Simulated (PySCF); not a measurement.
**Computed data sheet: `CC(=O)[SiH]1CC1`**

Compound: C₄H₈OSi.
Numbering: `[CH3:1][C:2](=[O:3])[SiH:4]1[CH2:5][CH2:6]1` (hydrogens: H7, H8, H9 on C1; H10 on Si4; H11, H12 on C5; H13, H14 on C6)

Some functional groups and rings: Si–H bond and C–Si bond.

From PBE0-D3(BJ)/def2-SVP geometry optimisation, gas phase (PySCF):

- Rotational constants A, B, C: 5.424, 1.896, 1.601 GHz

**B3LYP/def2-SVPD ground state, ΔSCF and vertical TDDFT (core frozen in the response) (PySCF)**

* Dipole moment: 2.85 D
* HOMO energy: -6.77 eV
* LUMO energy: -1.58 eV
* HOMO–LUMO gap: 5.19 eV
* Lowest singlet excitation: 3.56 eV (349 nm, f = 0.001)
* Strongest line among the 10 lowest singlet transitions: S2 at 4.78 eV (259 nm, f = 0.144)
* Lowest triplet excitation (Tamm–Dancoff): 2.94 eV
* Static isotropic polarisability: 81.1 au
* Vertical ionisation energy: 8.95 eV
* Electronic spatial extent ⟨r²⟩ about the centre of nuclear charge: 805 bohr²

**PBE/pcSseg-2 ground state and GIAO shieldings, non-relativistic (PySCF)**

- 13C chemical shifts (computed TMS as zero) by class: 247.6 (C2), 35.6 (C1), 1.9 (C5/C6) ppm
- 1H chemical shifts (computed TMS as zero) by class: 3.05 (H10), 2.13 (H7/H8/H9), 1.09 (H12/H13), 0.96 (H11/H14) ppm
- Isotropic shieldings of nuclei other than C and H, by class: -488 (O3), 466 (Si4) ppm

Monoisotopic mass (most abundant isotopes): 100.0344 u.

In wavenumbers S1 is 28700 cm⁻¹ (1 eV = 8065.54 cm⁻¹). The vertical singlet–triplet gap S1 − T1 is 0.62 eV (TDDFT singlet less Tamm–Dancoff triplet; S1: HOMO→LUMO, weight 0.98; T1: HOMO→LUMO, weight 0.97). The largest Löwdin shares of the HOMO are 0.52 on O3, 0.16 on C2, 0.10 on Si4 and 0.10 on C1. S1 lies 1.63 eV below the HOMO–LUMO gap; its leading configuration is HOMO→LUMO, weight 0.98. The polarisability is 12.02 Å³ as a volume (1 au = 0.148185 Å³), or 1.50 au for each of the 54 electrons. The dipole equals about 9.5 × 10⁻³⁰ C·m (1 D = 3.33564 × 10⁻³⁰ C·m).

 NMR classes are plain means over equivalent atoms (diastereotopic ones count apart unless rotation or inversion swaps them), as if these changed places fast; in this geometry the members of some classes differ.

The values belong to the conformer `[CH3:1][C:2](=[O:3])[SiH:4]1[CH2:5][CH2:6]1`: C1–C2–Si4–C5 -27°.
